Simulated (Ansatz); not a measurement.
CH4FISi can be A, `FC([SiH3])I`, or B, `C[SiH](F)I`.

Calculated with Ansatz (gas phase, PBE0-D4/def2-TZVP geometries, no zero-point term in ΔE). CBS: MP2 limit from def2 TZ/QZ plus the TZ coupled-cluster correction, frozen cores. Functionals use def2-TZVPP. Elements past krypton have def2 core potentials. For I outer-core shells are correlated without core-valence functions, which leaves a few kJ/mol of doubt a bond.

Q: Which isomer does CCSD(T)/CBS put lower? Give the gap. (Best estimate.)

A: Ansatz gave: B, by 93.1 kcal/mol.

Q: Give E(B) − E(A) in kcal/mol with CCSD(T)/def2-TZVPP, B2PLYP, PBE-D4, CCSD(T)/def2-SVP, BLYP-D4, ωB97M-V, PBE0-D4. (An estimate is asked.)

A: Computed: CCSD(T)/def2-TZVPP -91.4, B2PLYP -92.3, PBE-D4 -87.3, CCSD(T)/def2-SVP -86.5, BLYP-D4 -86.3, ωB97M-V -92.5, PBE0-D4 -91.4. None reverses the order clearly.

Q: Does the order hold for the free energy at 298.15 K (harmonic terms from PBE0-D4)? (Best estimate.)

A: The calculation gave: Yes: G(B) − G(A) = -90.0 kcal/mol.

Largest T1 diagnostic: 0.011.

From BLYP to BHLYP (50 % exact exchange), in def2-TZVPP and without D4, E(B) − E(A) moves by −7.5 kcal/mol. Leaving LDA and LC-ωPBE aside and taking each functional with its dispersion term where it has one, the values, not all of them listed here, spread over 8.6 kcal/mol, from r2SCAN0-D4 to BLYP-D4.
